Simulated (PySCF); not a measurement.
Method: PBE-D3(BJ)/def2-TZVP // B3LYP-D3(BJ)/def2-TZVP (PySCF). Gas-phase values, no solvent. One relaxed conformer stands for a flexible species; it need not be the lowest. 

Reference species (SMILES): `[SiH2]=C[SiH]=C` (C–Si–C–Si torsion 180°) (neutral, multiplicity 1).

The LUMO comes out as -2.82 eV and the HOMO is -4.96 eV.

Changed species: `C1=C[SiH2][SiH2]1`.

What does the change do to the LUMO and HOMO?

the LUMO goes up by 1.06 eV, to -1.76 eV; the HOMO falls by 1.66 eV, to -6.62 eV.
